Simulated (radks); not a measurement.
Spherical quantum dot in the effective-mass picture: electrons in a well V = -V0 / (1 + exp((r - R)/a)) with V0 = 9.43, R = 4.52, a = 0.24, all in effective atomic units (hartree* = m*/eps^2 hartree, bohr* = eps/m* bohr), one dielectric constant everywhere. Calculated with a radial shooting solver with Libxc functionals: non-relativistic Kohn-Sham, LDA (Slater exchange, Perdew-Wang correlation), spin-polarised, spherical densities. Levels are named by radial order and angular momentum (1s, 1p, 1d, 2s, ...), and open shells are averaged over m. Results are scaled to m* = 0.03 and eps = 12.8, for which hartree* = 4.983 meV and bohr* = 22.58 nm.

N = 12, configuration 1s2 1p6 1d(up 4, down 0). This is the lowest configuration that the search found. Occupied and some empty levels:

level    occupation  eigenvalue (meV)  <r> (nm)
1s up             1           -28.511     63.81
1s down           1           -28.246     63.30
1p up             3           -27.747     67.61
1p down           3           -27.465     67.44
1d up             4           -26.501     70.71
1d down           0           -26.211     70.68
1f up             0           -24.850     73.30
1f down           0           -24.558     73.34
2s up             0           -24.278     47.52
2s down           0           -24.144     47.51
2p up             0           -22.142     55.32
2p down           0           -21.970     55.20

Energy (meV): total -431.413, kinetic 30.869, external -552.31, Hartree 108.75, exchange-correlation -18.719.
